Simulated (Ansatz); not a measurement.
Reaction (cleavage of the Si–B bond): `C[SiH2]B1N[SiH2]1` + `CSS` → `C[SiH2]SSC` + `B1N[SiH2]1`

Computed with Ansatz on PBE0-D4/def2-TZVP structures; ΔE is electronic, products minus reactants. CBS: MP2 limit from def2 TZ/QZ plus the TZ coupled-cluster correction, frozen cores. DFT in def2-TZVPP. B3LYP here is the variant with VWN-RPA as its local correlation; programs differ in this. One conformer a species, not always the lowest.

Is it downhill or uphill in electronic energy at CCSD(T)/CBS, and by how much? (Best estimate.)

Ansatz gave: Downhill: ΔE = -70.5 kJ/mol.

What do these levels give: B3LYP-D4, ωB97X-V, PBE, r2SCAN, PBE0, B3LYP, HF/def2-TZVPP, MP2/def2-TZVPP, SCS-MP2/def2-TZVPP, CCSD(T)/def2-TZVPP, HF/CBS(def2), MP2/CBS(def2)? (An estimate is asked.)

Computed: B3LYP-D4 -68.7, ωB97X-V -68.0, PBE -58.6, r2SCAN -67.2, PBE0 -62.1, B3LYP -61.3, HF/def2-TZVPP -68.3, MP2/def2-TZVPP -75.7, SCS-MP2/def2-TZVPP -71.9, CCSD(T)/def2-TZVPP -65.8, HF/CBS(def2) -68.4, MP2/CBS(def2) -80.4 kJ/mol.

Largest T1 diagnostic among the species: 0.014.

From PBE to PBE0 (25 % exact exchange), in def2-TZVPP and without D4, ΔE moves by −3.5 kJ/mol. The D4 term adds −7.4 kJ/mol with B3LYP and −3.9 kJ/mol with PBE0; it sums over pairs of atoms, weighted by their polarisabilities, and B3LYP, whose exchange is more repulsive, gets the larger term.
